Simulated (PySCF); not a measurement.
4-methyl-1,3-dithiane, C₅H₁₀S₂.
SMILES: `C[C@H]1CCSCS1`

The closed-shell ground state was solved at several levels (PySCF, density fitting, gas phase, non-relativistic). Isolated species at its PBE0-D3(BJ)/def2-SVP geometry (one conformer only).

| level | basis functions | total energy (Eh) | HOMO (eV) | LUMO (eV) | gap (eV) | dipole (D) |
| --- | --- | --- | --- | --- | --- | --- |
| B3LYP/def2-SVPD | 234 | -992.6017 | -6.07 | -0.03 | 6.04 | 2.30 |
| KT2/pcSseg-1 | 183 | -1002.5977 | -5.18 | -0.63 | 4.55 | 2.19 |

Problem. What might PBE0/pcSseg-1 (183 basis functions) give for the same quantities?

Solution. Total energy -992.3619 Eh, HOMO -6.30 eV, LUMO 0.52 eV, gap 6.82 eV, dipole 2.33 D.

Problem. Over all these levels, which gives the widest orbital gap and which the narrowest?

Solution. PBE0/pcSseg-1 (global hybrid, 25 % exact exchange) has the widest, 6.82 eV, and KT2/pcSseg-1 (GGA) the narrowest, 4.55 eV. The two share the basis. From the narrowest to the widest the HOMO moves by -1.12 eV and the LUMO by +1.15 eV.

Problem. How far do the dipole and the HOMO energy spread over the levels?

Solution. The dipole runs from 2.19 to 2.33 D (mean 2.27 D) and the HOMO from -6.30 to -5.18 eV.
